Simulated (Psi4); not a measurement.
CH3AlF2, charge +1, doublet, geometry from GFN2-xTB (such geometries of metal compounds can be far from the true shape) (a state made from the parent by changing its charge; the spin is typed, not shown lowest).

Psi4 was given this input:
```
memory 2 GB

molecule {
1 2
  Al    0.16582743    0.13326291    0.00530415
  C    -1.49424149   -1.15936547   -0.06057599
  H    -1.15408154   -1.98388762   -0.70042866
  H    -2.28282133   -0.52474443   -0.48523813
  H    -1.63358931   -1.45251016    0.98807008
  F    -0.15547099    1.61363510   -0.57832043
  F     1.47549151   -0.59308873    0.63299806
}

set basis sto-3g
set reference uhf
set freeze_core true
set mp2_type conv
set scf_type pk
set puream true
set d_convergence 1e-8

energy('mp2')
print_variables()
```

Task: What does this run give for the SCF-reference <S^2>, number of basis functions, total energy?

Result: 
| Item | Result |
|---|---|
| SCF-reference <S^2> | 0.773 |
| number of basis functions | 27 |
| total energy | -474.188800 Ha |

These values belong to the state on which the SCF converged, which isn't shown to be the lowest.
